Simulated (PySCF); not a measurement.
C2H5ClFNSi, SMILES N[Si@H](Cl)/C=C/F. Atoms are numbered in the order given.

```xyz
11

N     -2.0798     0.5776    -1.0163
Si    -0.7541    -0.4291    -0.5901
Cl    -0.7528    -1.0984     1.4087
C      0.8165     0.5251    -0.8266
C      1.7448     0.6642     0.1255
F      2.8730     1.3571    -0.0593
H     -3.0083     0.1743    -1.1230
H     -2.1377     1.5200    -0.6355
H     -0.8581    -1.6552    -1.4125
H      1.0089     1.0060    -1.7935
H      1.6833     0.2407     1.1327
```
Charge 0, spin multiplicity 1.

Geometry: TPSSh-D3(BJ)/def2-SVP. The structure was generated by enumeration; whether it is a known compound was not checked. The values are those of a single conformer.

Calculation: TDA-PBE/def2-SVPD (PySCF).

Vertical excitations. The molecule is in vacuum.

```tsv
state	energy (eV)	λ (nm)	f	main pairs
S1	5.04	246	0.006	HOMO→LUMO 92 %
S2	5.84	212	0.003	HOMO−2→LUMO 99 %
S3	6.15	202	0.001	HOMO−3→LUMO 98 %
S4	6.45	192	0.108	HOMO−1→LUMO 29 %, HOMO−1→LUMO+1 26 %, HOMO→LUMO+1 25 %, HOMO−1→LUMO+2 7 %
S5	6.63	187	0.018	HOMO→LUMO+2 73 %, HOMO−1→LUMO+1 20 %
S6	6.73	184	0.058	HOMO−1→LUMO+2 68 %, HOMO→LUMO+1 25 %
S7	6.84	181	0.054	HOMO→LUMO+1 29 %, HOMO−1→LUMO+1 20 %, HOMO→LUMO+3 17 %, HOMO→LUMO+2 15 %
S8	7.14	174	0.032	HOMO→LUMO+3 62 %, HOMO−1→LUMO+1 12 %
S9	7.22	172	0.082	HOMO−1→LUMO+3 40 %, HOMO→LUMO+3 14 %, HOMO−1→LUMO 11 %, HOMO→LUMO+1 6 %
S10	7.27	170	0.013	HOMO→LUMO+4 89 %
T1	4.29	289	0	HOMO−1→LUMO 82 %, HOMO→LUMO 15 %
T2	4.95	251	0	HOMO→LUMO 84 %, HOMO−1→LUMO 16 %
T3	5.72	217	0	HOMO−2→LUMO 99 %
T4	6.07	204	0	HOMO−3→LUMO 99 %
```
Triplets are in the Tamm–Dancoff approximation.
